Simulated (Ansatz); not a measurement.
Ideal-gas functions of `[NH2][Nb](=[O])([Cl])[Cl]` at 500 K and 1 bar, from an Ansatz frequency run at PBE0-D4/def2-TZVP.

Molar mass 195.83 g/mol, point group Cs (symmetry number 1), electronic degeneracy 1, moments of inertia 214.853, 324.765, 404.09 u Å². Harmonic wavenumbers (cm⁻¹, unscaled): 108, 147, 152, 201, 239, 401, 403, 458, 541, 603, 723, 1058, 1538, 3558, 3665.

Use S(trans) = R[1.5 ln M + 2.5 ln T − 1.1517]; rotational temperatures θ = 24.2544 K / I; S(rot) = R[ln(√π/σ · √(T³/θAθBθC)) + 1.5]; for each mode x = 1.438777 ν̃/T, S = R[x/(eˣ − 1) − ln(1 − e⁻ˣ)] and H = RT x/(eˣ − 1); 1 cm⁻¹ = 0.0119627 kJ/mol; R = 8.31446 J/(mol·K).

By hand: the entropy, in J/(mol·K).

Translation 185.4. Rotation: θ = 0.1129, 0.0747, 0.06 K, giving 126.3. Vibration, mode by mode: 18.06, 15.53, 15.26, 12.98, 11.59, 7.57, 7.53, 6.60, 5.43, 4.70, 3.58, 1.67, 0.55, 0.00, 0.00, in all 111.1. Electronic 0.0. Sum 422.8 J/(mol·K).

By hand: H − E and G − E in kJ/mol, counted from the electronic energy.

Zero-point energy ½ × 13795 × 0.0119627 = 82.5; thermal vibration 27.9; translation, rotation and pV give 4 RT = 16.6. H − E = 127.0 kJ/mol, and G − E = 127.0 − 500 × 422.8/1000 = -84.4 kJ/mol.

Vibration gives 26 % of the entropy, 33.6 J/(mol·K) of it from the modes under 150 cm⁻¹: soft modes count most, and the harmonic formula is weakest for them. The sum counts one conformer and one mirror image; others add a mixing term.
